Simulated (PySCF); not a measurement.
Gas-phase reaction: Si(OH)₄ + SiH₂ + 3 O = Si₂O(OH)₆

Method: PySCF energies plus ideal-gas RRHO corrections (1 bar). † marks an energy on the PBE0/def2-TZVP geometry and frequencies; other levels use their own. MP2 freezes the core. 6-31G* has spherical d functions here. Open shells (unrestricted): O (multiplicity 3); the rest are closed-shell singlets. Spin-orbit splitting is ignored; it lowers the true energy and changes the entropy of O. B3LYP is the form with VWN-RPA correlation. Si₂O(OH)₆: computed as isolated molecules; such fragments, hydroxides, amides, oligomers or adducts are transient or little studied in the gas. MP2 isn't extrapolated to the basis-set limit.

B3LYP/def2-TZVP† gives ΔH°(298 K) = -2048 kJ.

Q: What do MP2/def2-SVP†, r2SCAN/def2-TZVP†, B3LYP/6-31G* give?

A: MP2/def2-SVP†: -2044 kJ; r2SCAN/def2-TZVP†: -2138 kJ; B3LYP/6-31G*: -1978 kJ. For scale, ΔH°(298 K) is -2048 kJ at this level, -2121 kJ at ωB97M-V/def2-TZVP†, and runs from -3078 to -1358 kJ over the 18 levels computed.
